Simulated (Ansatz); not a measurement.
Two isomers of CH4GeO: A = `C[O][GeH]`, B = `[CH3][Ge][OH]`.

Isolated molecules relaxed with PBE0-D4/def2-TZVP in Ansatz; ΔE leaves out vibrations. CCSD(T)/CBS is the MP2 limit (def2-TZVPP, def2-QZVPP) plus CCSD(T) − MP2 in def2-TZVPP, frozen cores. Functionals use def2-TZVPP. For Ge outer-core shells are correlated without core-valence functions, which leaves a few kJ/mol of doubt a bond. Scalar relativity is left out up to krypton. One conformer a species, not always the lowest.

Task: Which isomer does CCSD(T)/CBS put lower? Give the gap. (Best estimate.)

Result: The calculation gave: B, by 22.6 kcal/mol.

Task: Give E(B) − E(A) in kcal/mol with ωB97M-V, CCSD(T)/def2-TZVPP, r2SCAN-D4, HF/def2-TZVPP, LDA (SPW92), PBE0-D4, CCSD/def2-TZVPP. (An estimate is asked.)

Result: Computed: ωB97M-V -21.5, CCSD(T)/def2-TZVPP -21.7, r2SCAN-D4 -21.6, HF/def2-TZVPP -18.4, LDA (SPW92) -20.3, PBE0-D4 -21.3, CCSD/def2-TZVPP -21.5. None reverses the order clearly.

Task: Does the order hold for the free energy at 298.15 K (harmonic terms from PBE0-D4)? (An estimate is asked.)

Result: Ansatz gave: Yes: G(B) − G(A) = -22.7 kcal/mol, for one conformer each.

Largest T1 diagnostic: 0.016.

At CCSD(T), def2-SVP lies +6.6 kcal/mol from the extrapolated value and def2-TZVPP +1.0 kcal/mol. In def2-TZVPP, CCSD(T) changes the Hartree–Fock value by −3.3 kcal/mol (the triples alone add −0.2 kcal/mol) and MP2 by −5.3 kcal/mol.
